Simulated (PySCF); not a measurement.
Molecule: SMILES CC(=O)O[SiH2]P, C2H7O2PSi.

Atoms are numbered as in `[CH3:1][C:2](=[O:3])[O:4][SiH2:5][PH2:6]` (H(Xn): hydrogen on atom n).

Geometry PBE0-D3(BJ)/def2-SVP throughout; GIAO in PySCF 2.14.0 with density-fitted response routines, gas phase, one conformer, non-relativistic; equivalent atoms averaged; basis pcSseg-1.

Problem. How do the absolute shieldings σ depend on the functional? (ppm; last column core-seconds on 1 thread of an Arm Neoverse V2, shared host)

Solution. 
```tsv
functional	kind	C2	C1	O3	O4	Si5	P6	H(Si5)	H(C1)	H(P6)	core-s
PBE0	global hybrid	7.0	162.2	-136.2	123.6	356.9	594.6	25.81	29.20	29.65	14
mPW1PW91	global hybrid	5.9	161.0	-136.6	123.2	355.4	590.2	25.90	29.24	29.72	14
WP04	global hybrid	-7.1	148.4	-134.9	112.2	344.9	536.2	26.80	29.48	30.26	14
B97-2	global hybrid	9.5	161.4	-125.4	125.8	363.4	590.6	26.02	29.31	29.79	14
BHandHLYP	global hybrid	2.7	161.3	-135.9	134.6	365.9	587.9	26.28	29.35	29.94	13
CAM-B3LYP	range-separated hybrid	1.0	159.8	-138.0	126.3	349.6	579.3	26.02	29.26	29.81	19
wB97X-D	range-separated hybrid	5.9	161.4	-131.5	127.6	357.8	590.7	26.03	29.31	29.80	18
LC-wPBE	range-separated hybrid	6.4	165.1	-128.0	138.1	361.9	601.1	26.06	29.26	29.74	23
```

Problem. Which nucleus moves most, in ppm?

Solution. P6 (phosphorus bonded to Si, 2 H): from 536.2 ppm with WP04 to 601.1 ppm with LC-wPBE. The smallest spread is 0.28 ppm, at H(C1). Proton shifts span only some 12 ppm, so a few tenths of a ppm matter as much there as several ppm in carbon.
